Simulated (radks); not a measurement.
Results of a calculation; reference values are marked as such.
Removal energies from the iridium ion Ir+, [Xe] 4f14 5d(3/2: 4, 5/2: 4), by Delta-SCF beside the eigenvalue of the level emptied. Level of theory: Dirac Kohn-Sham, BLYP, spin-unpolarised, spherical densities, finite nucleus; Fermi nuclear charge, rms radius of each element as measured or else 0.836 A^(1/3) + 0.57 fm (a radial shooting solver on a logarithmic mesh with Libxc functionals). Sub-shells are occupied by j as written (lower j first in brackets).

removed from	final configuration	Delta-SCF (eV)	-eigenvalue (eV)
5d5/2	[Xe] 4f14 5d(3/2: 4, 5/2: 3)	18.023	12.657
5d3/2	[Xe] 4f14 5d(3/2: 3, 5/2: 4)	19.331	13.836
5p3/2	[Kr] 4d10 4f14 5s2 5p(1/2: 2, 3/2: 3) 5d(3/2: 4, 5/2: 4)	63.052	56.386
4f7/2	[Xe] 4f(5/2: 6, 7/2: 7) 5d(3/2: 4, 5/2: 4)	76.929	65.625
